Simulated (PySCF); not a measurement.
Bond curve of BI⁺

Set-up: basis B def2-SVPD, I def2-SVPD with ECP28; scalar-relativistic core potentials; PySCF 2.14. Energies in eV from B⁺ + I in their ground configurations at the same level. All curves are PBE0. state 1: ²Σ⁺ (doublet), unpaired electrons σ ↑; state 2: doublet, unpaired electrons π ↑, a second solution, started from another occupation; state 3: quartet, unpaired electrons σ ↑, π ↑↑, a mixture of terms (⟨Lz²⟩ = 2.0), a second solution, started from another occupation.

```tsv
R (Å)	state 1	state 2	state 3
1.690	-2.012	2.863	2.8841
1.768	-2.804	1.508	1.7004
1.847	-3.239	0.512	0.8961
1.906	-3.392	-0.057	0.4806
1.965	-3.433	-0.505	0.1898
2.024	-3.390	-0.856	-0.0036
2.103	-3.236	-1.203	-0.1451
2.201	-2.947	-1.490	-0.1884
2.319	-2.534	-1.681	-0.1150
2.476	-1.982	-1.762	0.0952
```

Task: Put a parabola through the three lowest points of the state 1 curve and estimate Re, k and ωe (reduced mass 10.13 u; 1 eV/Å² = 0.16022 mdyn/Å; ωe = 1302.8·√(k/μ) cm⁻¹).

Result: Through R = 1.906, 1.965, 2.024 Å the second-order coefficient is 12.1 eV/Å², so Re ≈ 1.964 Å, k ≈ 3.87 mdyn/Å and ωe ≈ 805 cm⁻¹. A polynomial fit of higher order to the unrounded PBE0 energies gives Re = 1.961 Å, k = 3.97 mdyn/Å, ωe = 815 cm⁻¹; anharmonicity and rounding make the difference.

The higher-order fit for each curve: state 1: Re = 1.961 Å, ωe = 815 cm⁻¹, De = 3.43 eV; state 3: Re = 2.188 Å, ωe = 534 cm⁻¹, minimum 0.189 eV below the ground-state fragments. State 2 gave no clean fit.

Spin–orbit coupling is left out, which matters for elements this heavy, above all for dissociation energies. For an ion De counts to the pair picked by the measured ionisation energies or electron affinities, which need not be the lowest pair at this level. Counting both spins, an empty level lies below a filled one in some of these solutions, because spin and occupation are held. The state was picked by a PBE0 search and need not be the measured ground state.
